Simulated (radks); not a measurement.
Excited configurations of the vanadium ion V5+: one electron is placed in a higher orbital outside [Ne] 3s2 3p5. The ground configuration is [Ar]. Calculated with a radial shooting solver on a logarithmic mesh with Libxc functionals: non-relativistic Kohn-Sham, PBEsol, spin-polarised, spherical densities, point nucleus; open shells are filled with parallel spins first. Excitation = E - E(ground); binding = E(ion) - E, where the ion is the core of charge +6; n* = 6/sqrt(2 binding) in atomic units, and the quantum defect is n - n*.

| outer orbital | excitation (eV) | binding (eV) | n* | eigenvalue (eV) | <r> (bohr) |
|---|---|---|---|---|---|
| 3d | 39.854 | 88.242 | 2.356 | -77.565 | 0.9951 |
| 4p | 75.493 | 52.603 | 3.051 | -48.403 | 2.237 |
| 4f | 95.837 | 32.259 | 3.897 | -28.777 | 2.733 |
| 5d | 103.11 | 24.984 | 4.428 | -22.989 | 4.504 |
| 5f | 106.89 | 21.205 | 4.806 | -19.313 | 4.808 |
| 6s | 106.95 | 21.150 | 4.812 | -19.734 | 5.894 |
| 7p | 114.45 | 13.649 | 5.990 | -12.756 | 8.981 |

The Delta-SCF ionisation energy is 128.10 eV (NIST Atomic Spectra Database: 128.13 eV, measured). Self-interaction in the functional shifts the binding energies and quantum defects, so they are the method's values and not measured ones. Open shells are spherical and high-spin; term and fine-structure splittings are not resolved.
